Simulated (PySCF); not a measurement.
This PySCF input asks for the NMR shieldings of `C#Cc1c[n+]([AlH3-])ccc1C`, C8H10AlN; the geometry comes from GFN2-xTB.

```python
import basis_set_exchange as bse
import numpy as np
from pyscf import gto, dft
from pyscf.prop import nmr

atoms = """
C    -1.850777    3.116964   -0.150767
C    -1.255355    2.075690   -0.102234
C    -0.561111    0.843941   -0.049270
C     0.826436    0.829851    0.072917
N     1.517810   -0.293437    0.125265
Al    3.482388   -0.559762    0.292453
C     0.886994   -1.456518    0.058322
C    -0.485018   -1.545044   -0.062588
C    -1.246221   -0.381201   -0.118386
C    -2.732198   -0.424107   -0.224929
H    -2.361325    4.032716   -0.190638
H     1.404055    1.742070    0.130814
H     3.712938   -1.357706   -1.050185
H     3.938317    0.942995    0.378793
H     3.480987   -1.436164    1.606249
H     1.536873   -2.321960    0.106831
H    -0.966950   -2.509530   -0.114366
H    -3.170042   -0.326063    0.769298
H    -3.097939    0.404117   -0.827827
H    -3.065010   -1.366172   -0.652789
"""
names = dict.fromkeys(["C", "N", "Al", "H"], "pcSseg-1")
basis = {el: gto.basis.parse(bse.get_basis(n, elements=[el], fmt="nwchem")) for el, n in names.items()}
mol = gto.M(atom=atoms, basis=basis, charge=0, verbose=0)
mf = dft.RKS(mol, xc="PBE0")
mf.grids.level = 2
mf.grids.alignment = dft.numint.BLKSIZE   # the property module wants whole blocks of grid points
mf.conv_tol = 1e-9
mf.kernel()

calc = nmr.RKS(mf)   # GIAO
C = mf.mo_coeff
Co = C[:, mf.mo_occ > 0]
resp = mf.gen_response(singlet=True, hermi=2)
def vind(x):   # induced exchange potential for any number of trial vectors
    d = np.einsum("pi,xij,qj->xpq", C, 2 * x.reshape(-1, C.shape[1], Co.shape[1]), Co, optimize=True)
    return np.einsum("xpq,pi,qj->xij", resp(d - d.transpose(0, 2, 1)), C, Co, optimize=True).ravel()
mo1, _ = nmr.rhf.solve_mo1(calc, with_cphf=vind)
sigma = calc.kernel(mo1)
for i, s in enumerate(sigma):   # ppm
    print("%2d %-2s %9.2f" % (i, mol.atom_pure_symbol(i), np.trace(s) / 3))
```

Q: Give the expected output.

A: 
```
 0 C      87.28
 1 C     104.33
 2 C      61.97
 3 C      29.97
 4 N     -11.31
 5 Al    417.05
 6 C      31.24
 7 C      57.36
 8 C      23.67
 9 C     163.40
10 H      28.27
11 H      22.66
12 H      27.12
13 H      27.32
14 H      27.12
15 H      22.55
16 H      24.15
17 H      28.97
18 H      28.54
19 H      29.29
```

These numbers come from an equivalent density-fitted implementation of the same equations, which agrees with the script to about 0.01 ppm for H and up to a few tenths of a ppm for heavy atoms, so last digits may differ.

Size and cost of the density-fitted run: 227 basis functions, 70 s wall time on 1 thread of an Arm Neoverse V1, shared host; peak memory 1.1 GiB.
